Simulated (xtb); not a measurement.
Species: C₄H₃N, SMILES `[C-]#[N+]C=C=C` (charge 0, multiplicity 1).

Task: Give a relaxed geometry from xtb 6.7.1 with GFN2-xTB.

Result: the end point of this relaxation (outside a Z-matrix the atoms follow the SMILES, hydrogens last).
Bond lengths (Å): C1–N2 1.166, N2–C3 1.361, C3–C4 1.305, C3–H6 1.084, C4–C5 1.291, C5–H7 1.079, C5–H8 1.079. Bond angles (°): C1–N2–C3 179.0, N2–C3–C4 122.7, N2–C3–H6 114.9, C4–C3–H6 122.4, C3–C4–C5 179.5, C4–C5–H7 121.8, C4–C5–H8 121.8, H7–C5–H8 116.5.
